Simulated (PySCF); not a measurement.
MoO2FCl, SMILES [F][Mo](=[O])(=[O])[Cl], multiplicity 1. Atoms are numbered in the order given.

```xyz
5

Mo     0.0449     0.2797     0.0000
O      0.9150     0.7729    -1.3414
O      0.9150     0.7729     1.3414
F     -1.6236     1.0701     0.0000
Cl    -0.1124    -1.9850     0.0000
```
Charge 0, spin multiplicity 1.

Coordinates come from a B3LYP-D3(BJ)/def2-SVP optimisation. The spin state was assumed, not searched. The structure was generated by enumeration; whether it is a known compound was not checked. The def2 effective core potentials stand for the cores of Mo; spin–orbit coupling is left out.

Computed with PySCF 2.14.0 with TDA-PBE/def2-SVPD.

Vertical excitations. The molecule is in vacuum. State labels are in the subgroup Cs.

```csv
state,symmetry,energy (eV),λ (nm),f,main pairs
S1,A",4.26,291,0.004,HOMO→LUMO 91 %
S2,A",4.45,278,0.000,HOMO−1→LUMO 97 %
S3,A',4.55,272,0.000,"HOMO→LUMO+1 80 %, HOMO−2→LUMO 18 %"
S4,A',4.77,260,0.009,"HOMO−2→LUMO 48 %, HOMO−1→LUMO+1 36 %, HOMO→LUMO+1 14 %"
S5,A",4.96,250,0.001,HOMO−2→LUMO+1 89 %
S6,A',5.10,243,0.020,"HOMO−3→LUMO 42 %, HOMO−1→LUMO+1 33 %, HOMO−2→LUMO 12 %"
S7,A",5.22,237,0.001,HOMO→LUMO+2 90 %
S8,A',5.38,231,0.018,"HOMO−3→LUMO 46 %, HOMO−2→LUMO+2 24 %, HOMO−1→LUMO+1 14 %, HOMO−2→LUMO 7 %"
S9,A",5.55,223,0.000,HOMO−1→LUMO+2 90 %
S10,A",5.72,217,0.000,"HOMO−5→LUMO 62 %, HOMO−3→LUMO+1 28 %"
T1,A",3.79,327,0,HOMO→LUMO 98 %
T2,A',4.17,297,0,"HOMO→LUMO+1 66 %, HOMO−2→LUMO 32 %"
T3,A",4.27,290,0,HOMO−1→LUMO 98 %
T4,A',4.27,290,0,"HOMO−2→LUMO 66 %, HOMO→LUMO+1 31 %"
```
Triplets are in the Tamm–Dancoff approximation.
